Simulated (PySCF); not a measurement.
Electron correlation in Sm⁴⁴⁺ (samarium, charge +44)

Starting occupation: [Ar]. Computed with PySCF 2.14 in an even-tempered Gaussian basis (18 s from 3.5 bohr⁻², ratio 2.6; 14 p from 4.6 bohr⁻², ratio 2.6; 5 d from 4.7 bohr⁻², ratio 2.8; 3 f from 77 bohr⁻², ratio 2.8), with X2C-1e with screened-nucleus spin-orbit coupling, Gaussian nucleus. Frozen: [Ne]; 8 electrons correlated; the 62 highest virtual spinors left out.

MP2 pair energies summed by pair of shells (mhartree):

| pair | energy | share (%) |
| --- | --- | --- |
| 3p3/2-3p3/2 | -181.63 | 41.9 |
| 3p1/2-3p3/2 | -159.96 | 36.9 |
| 3p1/2-3p1/2 | -41.40 | 9.5 |
| 3p3/2-3s1/2 | -23.47 | 5.4 |
| 3s1/2-3s1/2 | -14.81 | 3.4 |
| 3p1/2-3s1/2 | -12.60 | 2.9 |

Total MP2 correlation energy: -433.87 mhartree.

The virtual space was cut to 50 spinors, which keep -418.70 of the -433.87 mhartree of MP2 correlation.

```json
{"level": "CCSD", "correlation energy (mhartree)": "-460.61"}
{"level": "(T)", "correlation energy (mhartree)": "-2.09"}
{"level": "CCSD(T)", "correlation energy (mhartree)": "-462.70"}
```

Diagnostics: T1 = 0.00024, largest double amplitude 0.038.

Cost of the coupled-cluster step: about 24 core-seconds, for 8 occupied and 50 virtual spinors.

Iterations:

```
Init t2, MP2 energy = -0.418697137126821
CCSD nocc = 8, nmo = 58
Init t2, MP2 energy = -0.418697137126821
Init E_corr(GCCSD) = -0.418697137126821
cycle = 1  E_corr(GCCSD) = -0.45435666666268  dE = -0.0356595295  norm(t1,t2) = 0.0135625
cycle = 2  E_corr(GCCSD) = -0.459465915789478  dE = -0.00510924913  norm(t1,t2) = 0.00270865
cycle = 3  E_corr(GCCSD) = -0.460647167846777  dE = -0.00118125206  norm(t1,t2) = 0.000723313
cycle = 4  E_corr(GCCSD) = -0.460608686352403  dE = 3.84814944e-05  norm(t1,t2) = 7.48343e-05
cycle = 5  E_corr(GCCSD) = -0.460609690017393  dE = -1.00366499e-06  norm(t1,t2) = 6.90787e-06
cycle = 6  E_corr(GCCSD) = -0.460609604249212  dE = 8.57681808e-08  norm(t1,t2) = 5.5842e-07
cycle = 7  E_corr(GCCSD) = -0.46060960770793  dE = -3.45871815e-09  norm(t1,t2) = 4.4678e-08
GCCSD converged
E(GCCSD) = -8720.908433958859  E_corr = -0.4606096077079304
```

The coupled-cluster values are those of the cut space; adding the MP2 remainder, -15.17 mhartree, estimates the full space.

At this charge the one-electron X2C treatment keeps the bare 1/r₁₂, with no two-electron picture change or Breit term. The effect here is smaller than on the frozen 1s shell.
